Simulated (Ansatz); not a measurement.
Consider the substitution at a C–C bond: `C[CH](C)[Al]([OH])[OH]` + `CNCO` → `CN(C)CO` + `C[CH2][Al]([OH])[OH]`.

Gas-phase electronic energies from Ansatz, PBE0-D4/def2-TZVP geometries. CCSD(T)/CBS is the MP2 limit (def2-TZVPP, def2-QZVPP) plus CCSD(T) − MP2 in def2-TZVPP, frozen cores. Functionals use def2-TZVPP. Each species was taken in one conformer, which may not be the lowest.

`C[CH](C)[Al]([OH])[OH]`:

Z-matrix (Å, degrees):
```
C
C 1 1.529
H 1 1.097 2 111.0
H 1 1.095 2 111.4 3 -119.1
H 1 1.092 2 112.3 3 120.8
C 2 1.529 1 111.6 3 57.7
Al 2 1.955 1 112.8 3 -174.2
H 2 1.101 1 107.4 3 -59.7
H 6 1.097 2 111.0 1 -57.7
H 6 1.092 2 112.3 1 -178.5
H 6 1.095 2 111.4 1 61.3
O 7 1.698 2 118.7 1 26.4
O 7 1.698 2 118.6 1 -154.7
H 12 0.955 7 125.7 2 178.4
H 13 0.955 7 125.7 2 -178.4
```

`CNCO`:

Z-matrix (Å, degrees):
```
C
N 1 1.447
H 1 1.091 2 109.6
H 1 1.102 2 114.3 3 -121.4
H 1 1.093 2 109.5 3 117.8
C 2 1.439 1 113.8 3 178.7
H 2 1.013 1 110.6 3 55.3
O 6 1.399 2 110.6 1 171.4
H 6 1.101 2 114.1 1 -70.0
H 6 1.101 2 107.1 1 49.0
H 8 0.963 6 106.4 2 -48.6
```

`CN(C)CO`:

Z-matrix (Å, degrees):
```
C
N 1 1.447
H 1 1.090 2 109.6
H 1 1.092 2 109.9 3 119.2
H 1 1.105 2 112.3 3 -120.4
C 2 1.443 1 111.8 3 178.4
C 2 1.439 1 112.2 3 51.1
H 6 1.092 2 110.1 1 177.0
H 6 1.092 2 109.6 1 58.3
H 6 1.105 2 113.2 1 -61.8
O 7 1.400 2 111.6 1 -68.4
H 7 1.099 2 107.4 1 168.9
H 7 1.103 2 112.8 1 49.8
H 11 0.963 7 106.5 2 -51.7
```

`C[CH2][Al]([OH])[OH]`:

Cartesian coordinates in Å:
```
C -1.652 0.685 0.105
C -0.147 0.918 -0.036
Al 0.953 -0.691 -0.045
O 2.648 -0.691 -0.186
O 0.198 -2.202 0.093
H -1.893 0.162 1.033
H -2.212 1.625 0.103
H -2.042 0.069 -0.709
H 0.065 1.478 -0.955
H 0.213 1.569 0.772
H 3.178 0.098 -0.269
H 0.691 -3.021 0.094
```

| level | ΔE (kcal/mol) |
| --- | --- |
| PBE-D4 | 1.6 |
| PBE | 1.6 |

Q: What does CCSD(T)/CBS give? (Estimate.)

A: Computed: +1.7 kcal/mol. The listed levels differ from it by -0.1, -0.1 kcal/mol.

Largest T1 diagnostic among the species: 0.011.
